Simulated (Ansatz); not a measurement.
Start from `C[O][Ge]([CH3])([OH])[Cl]` and change one atom or group to get `C[O][Ge]([OH])([SiH3])[Cl]`.

Ansatz, PBE0-D4/def2-TZVP geometries, multiplicity 1. Each molecule was computed in one conformer, which needn't be the lowest.

Scalar relativity is left out up to krypton.

| property | `C[O][Ge]([CH3])([OH])[Cl]` |
| --- | --- |
| HOMO energy (ωB97M-V/def2-TZVPP) / eV | -10.63 |
| LUMO energy (ωB97M-V/def2-TZVPP) / eV | 1.92 |
| size of the dipole moment (B3LYP/def2-TZVPP) / D | 0.42 |
| HOMO energy (PBE/def2-TZVPP) / eV | -6.61 |
| HOMO–LUMO gap (PBE/def2-TZVPP) / eV | 5.79 |
| HOMO–LUMO gap (B3LYP/def2-TZVPP) / eV | 7.81 |

Question: Give the same properties after the change, and the shifts. (Estimate.)

Answer: The calculation gave: 
```
                                        property  `C[O][Ge]([OH])([SiH3])[Cl]`  shift
           HOMO energy (ωB97M-V/def2-TZVPP) / eV                        -10.25   0.38
           LUMO energy (ωB97M-V/def2-TZVPP) / eV                          1.42  -0.50
size of the dipole moment (B3LYP/def2-TZVPP) / D                          1.80   1.38
               HOMO energy (PBE/def2-TZVPP) / eV                         -6.59   0.02
             HOMO–LUMO gap (PBE/def2-TZVPP) / eV                          5.28  -0.51
           HOMO–LUMO gap (B3LYP/def2-TZVPP) / eV                          7.17  -0.64
```

With PBE0 the HOMO rises by 0.16 eV and the LUMO falls by 0.58 eV, so the gap narrows by about 0.74 eV. PBE moves the HOMO by 0.02 eV and ωB97M-V by 0.38 eV. Dipoles are sizes alone; their direction can turn.

B3LYP here is the variant with VWN-RPA as its local correlation; programs differ in this.
